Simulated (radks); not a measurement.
The thulium ion Tm60+, 9 electrons, occupied as 1s1 2s2 2p5 3p1 (not the ground configuration).

All-electron calculation, scalar-relativistic Kohn-Sham, LDA (Slater exchange, Perdew-Zunger correlation), spin-unpolarised, spherical densities, finite nucleus; Fermi nuclear charge, rms radius 5.2256 fm. Program: a radial shooting solver on a logarithmic mesh with Libxc functionals.

Energy parts (eV):
part                      energy
total                 -184910.86
kinetic                203608.07
electron-nucleus      -399589.34
Hartree                 13290.91
exchange-correlation    -2220.49

Orbitals (lengths in bohr, moments of r in powers of bohr; r(90%) holds 90 % of the orbital's charge):
| orbital | occ. | eigenvalue (eV) | <r^2> | <r> | r(90%) |
|---|---|---|---|---|---|
| 1s | 1 | -65521.68 | 0.0005418 | 0.01990 | 0.0361 |
| 2s | 2 | -15165.34 | 0.007985 | 0.08231 | 0.127 |
| 2p | 5 | -14099.96 | 0.006376 | 0.07245 | 0.117 |
| 3s | 0 | -6319.273 | 0.04340 | 0.1952 | 0.283 |
| 3p | 1 | -5999.347 | 0.04136 | 0.1892 | 0.280 |
| 3d | 0 | -5715.947 | 0.03143 | 0.1654 | 0.251 |
| 4p | 0 | -3296.322 | 0.1437 | 0.3557 | 0.506 |
| 4f | 0 | -3127.535 | 0.09499 | 0.2921 | 0.423 |

The highest occupied level is 3p at -5999.3 eV. The configuration is held as typed, so some empty levels lie below it. The density falls to 0.001 e/bohr^3 at r = 0.53 bohr.
